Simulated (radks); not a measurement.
Co V, 23 electrons, occupied as [Ar] 3d5 (the NIST ground configuration).

Method: scalar-relativistic Kohn-Sham, PBE, spin-unpolarised, spherical densities, point nucleus; computed with a radial shooting solver on a logarithmic mesh with Libxc functionals.

Energy parts (eV):
total: -37792.396
kinetic: 38284.954
electron-nucleus: -89127.212
Hartree: 14615.768
exchange-correlation: -1565.906

Orbitals (lengths in bohr, moments of r in powers of bohr; r(max) is where P^2 peaks):
| orbital | occ. | eigenvalue (eV) | <r> | r(max) |
|---|---|---|---|---|
| 1s | 2 | -7655.602 | 0.05619 | 0.03678 |
| 2s | 2 | -962.3998 | 0.2554 | 0.2131 |
| 2p | 6 | -833.2648 | 0.2250 | 0.1720 |
| 3s | 2 | -162.6419 | 0.7602 | 0.6644 |
| 3p | 6 | -125.3643 | 0.7916 | 0.6715 |
| 3d | 5 | -65.9554 | 0.8786 | 0.6400 |

The highest occupied level is 3d at -65.955 eV. The density falls to 0.001 e/bohr^3 at r = 2.49 bohr. Summed over all electrons, <r^2> = 11.05 bohr^2, which gives a Langevin (diamagnetic) susceptibility term of -8.75 x 10^-6 cm^3/mol.
